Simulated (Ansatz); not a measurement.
Born–Oppenheimer molecular dynamics of Cl2FH3O2Zr (9 atoms, charge 0, multiplicity 1). It starts at the highest image of a converged band, a first-order saddle point between two minima.

These are results of RKS PBE0/def2-SVP (Ansatz), not measurements.

```
ensemble                      : NVE (velocity Verlet)
time step                     : 0.5 fs
steps asked                   : 200
starting velocities drawn for : 100 K
seed                          : 4490
```

First frame:

```xyz
9
Properties=species:S:1:pos:R:3
Zr 0.077 0.170 0.055
F -0.049 0.170 2.165
Cl 1.927 -0.209 -1.373
O -1.139 1.366 -0.755
H -1.805 1.815 -1.277
O -0.755 -1.526 -0.011
H -1.174 -2.387 -0.028
Cl 1.504 2.094 1.368
H 0.681 1.133 2.163
```

How far do the bonds stretch over the last three quarters of this one trajectory? (Pairs bonded in most of those frames.)


```json
{"bond": "Zr1–F2", "mean (Å)": "1.996", "spread (Å)": "0.048", "shortest": "1.94", "longest": "2.06"}
{"bond": "Zr1–Cl3", "mean (Å)": "2.407", "spread (Å)": "0.039", "shortest": "2.33", "longest": "2.46"}
{"bond": "Zr1–O4", "mean (Å)": "1.901", "spread (Å)": "0.009", "shortest": "1.88", "longest": "1.91"}
{"bond": "Zr1–O6", "mean (Å)": "1.890", "spread (Å)": "0.012", "shortest": "1.87", "longest": "1.92"}
{"bond": "Zr1–Cl8", "mean (Å)": "2.911", "spread (Å)": "0.123", "shortest": "2.74", "longest": "3.16"}
{"bond": "O4–H5", "mean (Å)": "0.959", "spread (Å)": "0.003", "shortest": "0.95", "longest": "0.96"}
{"bond": "O6–H7", "mean (Å)": "0.958", "spread (Å)": "0.002", "shortest": "0.95", "longest": "0.96"}
{"bond": "Cl8–H9", "mean (Å)": "1.335", "spread (Å)": "0.041", "shortest": "1.27", "longest": "1.42"}
```

Pairs bonded in part of these frames only: Zr1–H9 32 %.

Mean temperature of the second half: 153 K. The conserved energy stayed within 0.015 meV per atom of its start (net change 0.011 meV per atom), so the integration is sound. The kinetic energy rose, since the run started high on the potential surface and went downhill. A run of 0.1 ps of so small a system gives no equilibrium averages. The orbitals stay closed-shell, which can raise the energy where a bond breaks towards radicals; this wasn't checked here.

The run took 8.4 min on 4 threads of Arm Neoverse V1, on a shared host, peak memory 0.33 GiB.
